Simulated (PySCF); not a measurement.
C2H6BClS2, SMILES CSB(Cl)SC.

Geometry: B3LYP-D3(BJ)/def2-SVP. Other conformers were not sampled.

Calculation: TDDFT-PBE/def2-SVPD (PySCF).

Vertical excitations.  State labels are in the subgroup Cs.

```tsv
state	symmetry	energy (eV)	λ (nm)	f	main pairs
S1	A'	5.09	244	0.210	HOMO→LUMO 96 %
S2	A"	5.17	240	0.000	HOMO→LUMO+1 99 %
S3	A"	5.50	225	0.001	HOMO→LUMO+2 97 %
S4	A"	5.71	217	0.000	HOMO−2→LUMO 97 %
S5	A'	5.82	213	0.077	HOMO−1→LUMO 93 %
S6	A"	5.94	209	0.003	HOMO−1→LUMO+1 57 %, HOMO→LUMO+3 42 %
S7	A"	6.05	205	0.002	HOMO→LUMO+3 54 %, HOMO−1→LUMO+1 40 %
S8	A"	6.31	196	0.003	HOMO−1→LUMO+2 97 %
S9	A'	6.47	192	0.003	HOMO−2→LUMO+1 96 %
S10	A"	6.48	191	0.001	HOMO−3→LUMO 92 %
T1	A'	4.05	306	0	HOMO→LUMO 100 %
T2	A'	4.71	263	0	HOMO−1→LUMO 98 %
T3	A"	4.95	250	0	HOMO→LUMO+1 98 %
T4	A"	5.30	234	0	HOMO→LUMO+2 80 %, HOMO−2→LUMO 14 %
```
Triplets are in the Tamm–Dancoff approximation, which puts them higher than full response would, so one can lie above its singlet here.
